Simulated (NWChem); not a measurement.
Everything below was run with NWChem. System: chlorotrifluoromethane (CClF3), charge 0, spin multiplicity 1, at a geometry optimised with PBE0/def2-SVP. Level: RHF/def2-TZVP.

Part of the output:

```
             Northwest Computational Chemistry Package (NWChem) 7.3.0
             --------------------------------------------------------

                                NWChem Input Module
                                -------------------

 Scaling coordinates for geometry "geometry" by  1.889725989
 (inverse scale =  0.529177249)

 Turning off AUTOSYM since
 SYMMETRY directive was detected!

                             Geometry "geometry" -> ""
                             -------------------------

 Output coordinates in angstroms (scale by  1.889725989 to convert to a.u.)

  No.       Tag          Charge          X              Y              Z
 ---- ---------------- ---------- -------------- -------------- --------------
    1 F                    9.0000     0.56175600    -0.84780700     1.07213200
    2 C                    6.0000    -0.02441100    -0.35246700     0.00000000
    3 F                    9.0000     0.56175600    -0.84780700    -1.07213200
    4 F                    9.0000    -1.29079200    -0.71949200     0.00000000
    5 Cl                  17.0000     0.09717500     1.40298600     0.00000000

 Effective nuclear repulsion energy (a.u.)     251.4394348475

            Nuclear Dipole moment (a.u.)
            ----------------------------
        X                 Y               Z
 ---------------- ---------------- ----------------
    -0.0000207870     0.0000113384     0.0000000000

      Symmetry information
      --------------------

 Group name             Cs
 Group number              2
 Group order               2
 No. of unique centers     4

      Symmetry unique atoms

     1    2    4    5


 Summary of "ao basis" -> "" (spherical)
 ------------------------------------------------------------------------------
       Tag                 Description            Shells   Functions and Types
 ---------------- ------------------------------  ------  ---------------------
 *                         def2-tzvp                  on all atoms

 Summary of "ao basis" -> "ao basis" (spherical)
 ------------------------------------------------------------------------------
       Tag                 Description            Shells   Functions and Types
 ---------------- ------------------------------  ------  ---------------------
 F                         def2-tzvp                11       31   5s3p2d1f
 C                         def2-tzvp                11       31   5s3p2d1f
 Cl                        def2-tzvp                13       37   5s5p2d1f

                                 NWChem SCF Module
                                 -----------------

  ao basis        = "ao basis"
  functions       =   161
  atoms           =     5
  closed shells   =    25
  open shells     =     0
  charge          =   0.00
  wavefunction    = RHF
  use symmetry    = T
  symmetry adapt  = T

 Summary of "ao basis" -> "ao basis" (spherical)
 ------------------------------------------------------------------------------
       Tag                 Description            Shells   Functions and Types
 ---------------- ------------------------------  ------  ---------------------
 F                         def2-tzvp                11       31   5s3p2d1f
 C                         def2-tzvp                11       31   5s3p2d1f
 Cl                        def2-tzvp                13       37   5s5p2d1f

      Symmetry analysis of basis
      --------------------------

        a'         98
        a"         63

 Forming initial guess at       0.1s

      Superposition of Atomic Density Guess
      -------------------------------------

 Sum of atomic energies:        -795.40325191

      Non-variational initial energy
      ------------------------------

 Total energy =    -796.757999
 1-e energy   =   -1604.461754
 2-e energy   =     556.264321
 HOMO         =      -0.435513
 LUMO         =       0.123100

      Symmetry analysis of molecular orbitals - initial
      -------------------------------------------------

  Numbering of irreducible representations:

     1 a'          2 a"

  Orbital symmetries:

     1 a'          2 a'          3 a"          4 a'          5 a'
     6 a'          7 a'          8 a'          9 a"         10 a'
[...]
         Quadratically convergent ROHF

 Convergence threshold     :          1.000E-07
 Maximum no. of iterations :          100
 Final Fock-matrix accuracy:          1.000E-09
 ----------------------------------------------

              iter       energy          gnorm     gmax       time
             ----- ------------------- --------- --------- --------
                 1     -795.6763231646  1.83D+00  3.86D-01      2.6
                 2     -795.8362602532  3.34D-01  7.28D-02      3.1
                 3     -795.8461767153  3.22D-02  8.69D-03      3.8
                 4     -795.8462781289  9.85D-04  2.90D-04      4.8
                 5     -795.8462782193  8.39D-07  1.90D-07      6.3
                 6     -795.8462782193  6.90D-09  1.40D-09      7.5

       Final RHF  results
       ------------------

         Total SCF energy =   -795.846278219284
      One-electron energy =  -1603.775531933949
      Two-electron energy =    556.489818867211
 Nuclear repulsion energy =    251.439434847453

        Time for solution =      5.1s

       Symmetry analysis of molecular orbitals - final
       -----------------------------------------------

  Numbering of irreducible representations:

     1 a'          2 a"

  Orbital symmetries:

     1 a'          2 a"          3 a'          4 a'          5 a'
     6 a'          7 a'          8 a'          9 a"         10 a'
    11 a"         12 a'         13 a'         14 a'         15 a"
    16 a'         17 a'         18 a"         19 a'         20 a"
    21 a'         22 a"         23 a'         24 a"         25 a'
    26 a'         27 a'         28 a'         29 a"         30 a'
    31 a'         32 a"         33 a'         34 a'         35 a'

             Final eigenvalues
             -----------------

              1
    1 -104.8787
    2  -26.3691
    3  -26.3691
    4  -26.3690
    5  -11.5793
    6  -10.6074
    7   -8.0743
    8   -8.0724
    9   -8.0724
   10   -1.7744
   11   -1.6728
   12   -1.6728
   13   -1.1819
   14   -0.9782
   15   -0.8656
   16   -0.8656
   17   -0.8277
   18   -0.7429
   19   -0.7429
   20   -0.6980
   21   -0.6980
   22   -0.6795
   23   -0.5957
   24   -0.5051
   25   -0.5051
   26    0.1674
   27    0.2214
   28    0.2700
   29    0.2700
   30    0.2776
   31    0.3932
   32    0.3932
   33    0.4603
   34    0.4999
   35    0.5123

                       ROHF Final Molecular Orbital Analysis
                       -------------------------------------

 Vector   23  Occ=2.000000D+00  E=-5.957229D-01  Symmetry=a'
              MO Center=  3.1D-02,  4.5D-01, -8.8D-15, r^2= 2.5D+00
   Bfn.  Coefficient  Atom+Function         Bfn.  Coefficient  Atom+Function
  ----- ------------  ---------------      ----- ------------  ---------------
   140      0.383810  5 Cl py                38     -0.190532  2 C  py
   143      0.188226  5 Cl py                 7      0.180487  1 F  py
    69      0.180487  3 F  py               100      0.177631  4 F  py
   137      0.174678  5 Cl py                41     -0.166884  2 C  py
    10      0.161661  1 F  py                72      0.161661  3 F  py

 Vector   24  Occ=2.000000D+00  E=-5.050977D-01  Symmetry=a"
              MO Center=  1.0D-01,  1.3D+00, -2.7D-13, r^2= 1.3D+00
   Bfn.  Coefficient  Atom+Function         Bfn.  Coefficient  Atom+Function
  ----- ------------  ---------------      ----- ------------  ---------------
   141      0.555644  5 Cl pz               144      0.339653  5 Cl pz
   138      0.254147  5 Cl pz               132     -0.200011  5 Cl pz

 Vector   25  Occ=2.000000D+00  E=-5.050976D-01  Symmetry=a'
              MO Center=  7.8D-02,  1.3D+00,  5.3D-13, r^2= 1.3D+00
   Bfn.  Coefficient  Atom+Function         Bfn.  Coefficient  Atom+Function
  ----- ------------  ---------------      ----- ------------  ---------------
   139      0.554316  5 Cl px               142      0.338842  5 Cl px
   136      0.253539  5 Cl px               130     -0.199533  5 Cl px

 Vector   26  Occ=0.000000D+00  E= 1.674317D-01  Symmetry=a'
              MO Center=  8.2D-02,  1.2D+00, -7.8D-15, r^2= 2.4D+00
   Bfn.  Coefficient  Atom+Function         Bfn.  Coefficient  Atom+Function
  ----- ------------  ---------------      ----- ------------  ---------------
    35      0.995145  2 C  s                143      0.975978  5 Cl py
   129     -0.653535  5 Cl s                 36      0.503641  2 C  s
    41      0.476818  2 C  py                38      0.302552  2 C  py
   140      0.209997  5 Cl py                 5     -0.167005  1 F  s
    67     -0.167005  3 F  s                 98     -0.167002  4 F  s

 Vector   27  Occ=0.000000D+00  E= 2.213736D-01  Symmetry=a'
              MO Center= -1.9D-02, -2.8D-01,  2.6D-15, r^2= 5.7D+00
   Bfn.  Coefficient  Atom+Function         Bfn.  Coefficient  Atom+Function
  ----- ------------  ---------------      ----- ------------  ---------------
    36      3.902699  2 C  s                  5     -1.268894  1 F  s
    67     -1.268894  3 F  s                 98     -1.268874  4 F  s
   129     -1.239994  5 Cl s                143      0.695560  5 Cl py
   105     -0.396262  4 F  px                14      0.336439  1 F  pz
    76     -0.336439  3 F  pz                41     -0.239806  2 C  py

 Vector   28  Occ=0.000000D+00  E= 2.699803D-01  Symmetry=a'
              MO Center=  4.8D-02, -1.7D-01,  6.6D-12, r^2= 5.0D+00
   Bfn.  Coefficient  Atom+Function         Bfn.  Coefficient  Atom+Function
  ----- ------------  ---------------      ----- ------------  ---------------
    43      2.221864  2 C  px                98      1.695024  4 F  s
     5     -0.847490  1 F  s                 67     -0.847490  3 F  s
    40      0.625075  2 C  px               142     -0.590033  5 Cl px
   105      0.460417  4 F  px                14      0.361706  1 F  pz
    76     -0.361706  3 F  pz               106      0.275380  4 F  py

 center of mass
 --------------
 x =  -0.00132484 y =  -0.01912095 z =   0.00000000

 moments of inertia (a.u.)
 ------------------
         539.709014044762         -15.775904352139           0.000000000000
         -15.775904352139         313.032680948166           0.000000000000
           0.000000000000           0.000000000000         540.801594756940

  Mulliken analysis of the total density
  --------------------------------------

    Atom       Charge   Shell Charges
 -----------   ------   -------------------------------------------------------
    1 F    9     9.21   0.77  1.20  0.60  1.02  0.33  2.24  2.28  0.75  0.00  0.02  0.00
    2 C    6     5.33   0.85  1.13  0.50  0.49 -0.03  1.04  0.87  0.04  0.08  0.30  0.05
    3 F    9     9.21   0.77  1.20  0.60  1.02  0.33  2.24  2.28  0.75  0.00  0.02  0.00
    4 F    9     9.21   0.77  1.20  0.60  1.02  0.33  2.24  2.28  0.75  0.00  0.02  0.00
    5 Cl  17    17.05   2.01  0.45  1.52  1.10  0.83  4.18  1.69  1.07  2.82  1.33  0.02  0.03  0.01

       Multipole analysis of the density wrt the origin
       ------------------------------------------------

     L   x y z        total         open         nuclear
     -   - - -        -----         ----         -------
     0   0 0 0     -0.000000      0.000000     50.000000

     1   1 0 0      0.013470      0.000000     -0.000021
     1   0 1 0      0.194363      0.000000      0.000011
     1   0 0 1     -0.000000      0.000000      0.000000

     2   2 0 0    -24.911858      0.000000     74.419760
     2   1 1 0      0.094538      0.000000      7.695861
     2   1 0 1     -0.000000      0.000000      0.000000
     2   0 2 0    -23.553287      0.000000    184.997853
     2   0 1 1      0.000000      0.000000      0.000000
     2   0 0 2    -24.918392      0.000000     73.886772

 Task  times  cpu:        7.5s     wall:        7.5s

 Total times  cpu:        7.5s     wall:        7.5s
```

Write an NWChem input that would produce this output.

One answer among several that fit: 
```
start mol
memory heap 200 mb stack 900 mb global 1100 mb
geometry units angstroms nocenter noautoz
  F      0.561756    -0.847807     1.072132
  C     -0.024411    -0.352467     0.000000
  F      0.561756    -0.847807    -1.072132
  F     -1.290792    -0.719492     0.000000
  Cl     0.097175     1.402986     0.000000
  symmetry group Cs
end
basis spherical
  * library def2-tzvp
end
scf
  rhf
  nopen 0
  maxiter 100
  thresh 1e-7
  semidirect memsize 60000000 filesize 0
end
task scf energy
```
